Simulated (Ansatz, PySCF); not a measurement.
C2H5O, doublet, at a GFN2-xTB geometry. Base run: CAMB3LYP/def2-SVP run with PySCF.

PySCF was given this input:
```python
from pyscf import gto, scf, dft

mol = gto.Mole()
mol.atom = '''
    C     1.171918   -0.138615    0.233356
    C    -0.343595   -0.311089    0.153983
    O    -1.030453    0.589011   -0.500555
    H     1.620847   -0.948775    0.801442
    H     1.595240   -0.123791   -0.768607
    H     1.411591    0.810166    0.708457
    H    -0.766361   -0.421270    1.188289
    H    -0.587636   -1.330189   -0.249177
'''
mol.basis = 'def2-svp'
mol.charge = 0
mol.spin = 1
mol.verbose = 4
mol.build()

mf = dft.UKS(mol)
mf.xc = 'camb3lyp'
mf.kernel()
```

The same geometry, method and basis name were run in Ansatz (an electronic-structure program) and PySCF, at each program's defaults and at the settings that a row names. The base is PySCF at its defaults. Differences at the defaults can come from grids, fitting, cores and function types together.

| code and settings | ΔE vs base (mEh) | basis functions | E (Eh) | SCF cycles | dipole (D) |
|---|---|---|---|---|---|
| PySCF, defaults (exact integrals, its default grid, spherical functions) | 0.000 | 67 | -154.17465 | 12 | 1.96 |
| Ansatz, defaults (factorised integrals, its default grid, spherical functions) | 0.002 | 67 | -154.17465 | - | - |
| PySCF, density fitting with def2-universal-jkfit | -0.037 | 67 | -154.17469 | 12 | 1.96 |
| PySCF, fine grid | -0.001 | 67 | -154.17465 | 12 | 1.96 |
| Ansatz, high accuracy | -0.001 | 67 | -154.17465 | - | - |

Open shells are given as the SCF converged; they aren't shown to be the lowest states, and a large step between rows can be another state.
